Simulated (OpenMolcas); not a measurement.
# Fe VI: effect of the basis set

```json
{"Program": "OpenMolcas", "Method": "RASSCF", "Active space": "9 electrons in 8 orbitals (RAS1 3p, at most 2 holes; RAS2 3d)", "State averaging": "2S+1 = 4 even, 10 roots; 2S+1 = 2 even, 40 roots", "Spin-orbit coupling": "RASSI with atomic mean-field integrals over the reference wave functions, term energies averaged over their components"}
```

A. ANO-RCC-VTZP [6s5p3d2f1g], DKH2, point nucleus; cost roughly 30 core-seconds
B. ANO-R2 [6s5p4d2f1g], X2C, finite nucleus; cost roughly 40 core-seconds
C. ANO-RCC-VQZP [7s6p4d3f2g1h], DKH2, point nucleus; cost of the order of 30 core-seconds

Energies in cm⁻¹ above 3d³ ⁴F_3/2, the measured ground level; measured values from Corliss and Sugar, J. Phys. Chem. Ref. Data 11, 135 (1982).

```
               Level      A      B      C  Measured
          3d³ ⁴F_3/2    0.0    0.0    0.0       0.0
          3d³ ⁴F_5/2    557    526    532       511
          3d³ ⁴F_7/2   1306   1236   1249      1188
          3d³ ⁴F_9/2   2223   2106   2128      2001
          3d³ ⁴P_1/2  21828  21758  21742     18738
          3d³ ⁴P_3/2  22000  21928  21912     18942
          3d³ ⁴P_5/2  22732  22612  22605     19611
          3d³ ²G_7/2  23888  23869  23843     20616
          3d³ ²G_9/2  24652  24601  24579     21315
          3d³ ²P_1/2  28518  28448  28425     26496
   3d³ ²P_3/2 [72 %]  28549  28499  28473     26215
3d³ ²D_3/2(1) [75 %]  31356  31242  31225     28628
       3d³ ²D_5/2(1)  31656  31557  31538     28484
          3d³ ²H_9/2  33184  33156  33132     28724
         3d³ ²H_11/2  33746  33698  33677     29203
          3d³ ²F_7/2  52848  52764  52745     46217
          3d³ ²F_5/2  53171  53073  53056     46604
       3d³ ²D_5/2(2)  78467  78340  78321     71708
       3d³ ²D_3/2(2)  78921  78773  78757     72049
```

Deviations, from unrounded energies. A percentage is the sum of absolute deviations over the sum of measured energies, with the sign that they share, or ± where signs differ.

```tsv
Against measurement	Levels	A	B	C
mean absolute deviation (cm-1)	18	3500	3400	3400
fine structure of the ground term (%)	3	+10.4	+4.5	+5.6
other terms of the ground configuration (%)	15	+12.3	+12.1	+12.0
```

A, B, C lie about equally close to measurement. The largest miss of C in the table is 3d³ ²D_3/2(2), by +6700 cm-1. The ranking rests on the paired levels alone, and a cruder setting can come out closer through cancelling errors.

Among A to C the level of the table that moves most is 3d³ ²D_3/2(2), by 160 cm-1 (lowest in C, highest in A).

Without dynamic correlation excited terms often stand tens of per cent too high (terms of higher spin than the ground term too low), and those without a measured partner can miss by more than the paired ones. Active for correlation alone: 3p; no level in the range computed is led by a configuration that opens it, so any true level of that kind is missing. Computed and measured levels are paired by configuration, term and J; levels that our copy of the source lacks, or whose pairing is in doubt (as where it misses far off the trend of its configuration), stay unpaired and out of the deviations. Only configurations of the active space appear.

A share in square brackets marks a mixed level and gives the weight of the term that names it, the lowest over the columns. A number in round brackets counts repeated terms of one configuration in the order of the reference energies.
